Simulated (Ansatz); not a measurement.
Geometry optimisation, Ansatz, RKS B3LYP-D4/def2-SVP.

The input (input.yaml):

```yaml
crystal:
  periodic: [false, false, false]
  atoms:
    - { symbol: Hf, position_ang: [-0.229716, -0.289171, 0.09961] }
    - { symbol: O, position_ang: [-0.358486, -0.235607, 2.095829] }
    - { symbol: H, position_ang: [-0.568295, -0.267044, 3.032603] }
    - { symbol: Cl, position_ang: [2.023132, -0.510143, -0.629256] }
    - { symbol: Cl, position_ang: [-1.29114, 1.588878, -0.894692] }
    - { symbol: O, position_ang: [-1.153639, -1.819506, -0.552605] }
    - { symbol: H, position_ang: [-1.628276, -2.616957, -0.797413] }
    - { symbol: Si, position_ang: [1.743383, 2.715774, 1.360922] }
    - { symbol: H, position_ang: [3.085774, 2.422526, 1.936271] }
    - { symbol: H, position_ang: [1.86585, 2.997896, -0.093235] }
    - { symbol: H, position_ang: [1.145718, 3.894292, 2.051264] }
    - { symbol: H, position_ang: [0.868397, 1.552562, 1.601902] }
basis:
  gaussian: { orbitals: def2-SVP }
hamiltonian:
  xc: b3lyp
  dispersion: d4
relax:
  f_tol: 0.03
  max_steps: 50
output:
  orbitals: {}
```

Command:

```bash
$ ansatz run input.yaml --threads 4 --pin off --max-ram 5120MiB --backend cpu --events-out ev --progress --plain --runs-dir out
```

Question: Where does it end, and by what steps?

Answer: It converged. After 9 steps the energy has fallen by 0.200 eV; H11 moved furthest, 0.45 Å.

```csv
step,energy less start (eV),largest force component (eV/Å),accepted
0,0.0000,2.071,yes
1,-0.1640,0.313,yes
2,-0.1799,0.110,yes
3,-0.1862,0.062,yes
4,-0.1885,0.045,yes
5,-0.1930,0.066,yes
6,-0.1961,0.150,yes
7,-0.1980,0.077,yes
8,-0.1994,0.034,yes
9,-0.1998,0.022,yes
```

```xyz
12
Properties=species:S:1:pos:R:3
Hf -0.333 -0.415 0.185
O -0.612 -0.569 2.068
H -0.763 -0.664 3.010
Cl 1.993 -0.517 -0.319
Cl -1.333 1.582 -0.639
O -1.172 -1.881 -0.702
H -1.636 -2.660 -1.012
Si 1.876 2.913 1.314
H 3.254 2.630 1.804
H 1.860 2.965 -0.170
H 1.403 4.213 1.871
H 0.965 1.837 1.801
```

Whether the end is a true minimum wasn't checked by a vibrational analysis.

Run time: 42 s on 4 threads of Arm Neoverse V1, on a shared host, peak memory 0.46 GiB.
